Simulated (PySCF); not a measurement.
PySCF 2.14 output of an unrestricted BLYP calculation on a single atom or ion in aug-cc-pVTZ-PP with ECP28MDF (6s6p5d3f2g, 88 functions), with scalar relativity through the core potential:

```
SCF conv_tol = 1e-09
number electrons alpha = 8  beta = 4
    A. D. Becke.,  Phys. Rev. A 38, 3098 (1988)
    C. Lee, W. Yang, and R. G. Parr.,  Phys. Rev. B 37, 785 (1988)
    B. Miehlich, A. Savin, H. Stoll, and H. Preuss.,  Chem. Phys. Lett. 157, 200 (1989)
cycle= 1 E= -66.8457273461015  delta_E= -0.00443  |g|= 0.00926  |ddm|=  0.3
cycle= 2 E= -66.8457479480375  delta_E= -2.06e-05  |g|= 0.00527  |ddm|= 0.0351
cycle= 3 E= -66.8457572552655  delta_E= -9.31e-06  |g|= 0.000314  |ddm|= 0.0112
cycle= 4 E= -66.8457572942606  delta_E= -3.9e-08  |g|= 1.17e-05  |ddm|= 0.000641
cycle= 5 E= -66.8457572943195  delta_E= -5.9e-11  |g|= 6.79e-07  |ddm|= 9.3e-06
converged SCF energy = -66.8457572943195  <S^2> = 6.0005598  2S+1 = 5.0002239
```

The run itself started from symmetry-adapted Hartree-Fock orbitals and held the occupation by maximum overlap, on a logarithmic radial grid, so the iterations belong to that start.

Task: Which element, charge and spin multiplicity is this?

Result: Mo²⁺ (molybdenum, charge +2), multiplicity 5; the state was [Kr] 4d3 5s1, high-spin 5F determinant (an excited configuration).

Energies and moments cover only the electrons outside the core potential.
